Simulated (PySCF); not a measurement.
**Electron correlation in In+ (indium, charge +1)**

[Kr] 4d10 5s2, closed-shell 1S. Calculation: PySCF 2.14, in cc-pVDZ-PP with ECP28MDF; a scalar-relativistic core potential. Frozen: 4s2 4p6 4d10; 2 electrons correlated.

Total MP2 correlation energy: -20.70 mhartree.

Same-spin part 0.00 and opposite-spin part -20.70 mhartree; SCS-MP2 scales them by 1/3 and 6/5 to -24.84 mhartree.

With two correlated electrons CCSD is exact within the correlated space (frozen core and kept virtual orbitals).

| level | correlation energy (mhartree) |
| --- | --- |
| CCSD | -31.50 |

Diagnostics: T1 = 0.0038, D1 = 0.0054, largest double amplitude 0.099.

Is a single reference adequate?

Mostly. T1 lies below 0.03, but a double amplitude of this size points to a near-degeneracy that CCSD handles and MP2 describes poorly.
